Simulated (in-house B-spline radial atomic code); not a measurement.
**RPA and G0W0 on PBE0: the scandium ion Sc³⁺**

Configuration [Ne] 3s2 3p6, mean-field start PBE0. Computed with a B-spline radial code for spherical atoms: all electrons, scalar-relativistic (spin-free one-electron X2C), finite nucleus, each spin shell either full or empty, empty states to l = 9 with an (l + 1/2)⁻⁴ tail; G0W0 by contour deformation at full frequency.

Command:
```bash
python run_gw.py task.json out
```
Settings (radii: box in bohr, nucleus in fm):
```
Z                        21
electrons                18
configuration            [Ne] 3s2 3p6
hamiltonian              x2c
method                   pbe0
lmax                     9
rms_radius               3.5459
spin_polarised           False
box_radius               14.14
intervals                69
```

Time taken, with all properties: 1.6 s on 1 thread of Intel(R) Xeon(R) 6975P-C (shared host).

Energies (hartree):

```
                                     term       value
                         mean-field total  -762.37652
Hartree-Fock functional on these orbitals  -761.76735
                      direct second order       -1.31
                    second-order exchange     0.44125
                         SOSEX correction     0.40326
```

Task: What is the RPA correlation energy, and what remains with SOSEX?

Result: RPA gives -1.1482 hartree (-1.74 eV per electron); RPA + SOSEX gives -0.74495, and the second-order doubles -0.86872 hartree (no singles). SOSEX takes back 35 % of the RPA value.

Quasi-particle levels (eV):

```json
{"level": "3p", "occupied": "yes", "mean field": "-67.18", "Σx - vxc": "-6.29", "Σc": "?", "QP weight": "?", "G0W0": "?"}
{"level": "3d", "occupied": "no", "mean field": "-30.14", "Σx - vxc": "7.63", "Σc": "-2.54", "QP weight": "0.965", "G0W0": "-25.051"}
```

G0W0 = mean field + (Σx - vxc) + Σc, with Σc (partial-wave tail included) taken at the quasi-particle energy. Only the outer levels were computed. Levels of low weight are left out.

Task: Where does G0W0 put 3p?

Result: At -73.69 eV, with Σc = -0.21 eV and a quasi-particle weight of 0.946. The tabulated removal energy is 73.489 eV (NIST, measured); the calculation leaves out spin-orbit coupling, Breit and QED terms, and what these don't explain is the method's own error.
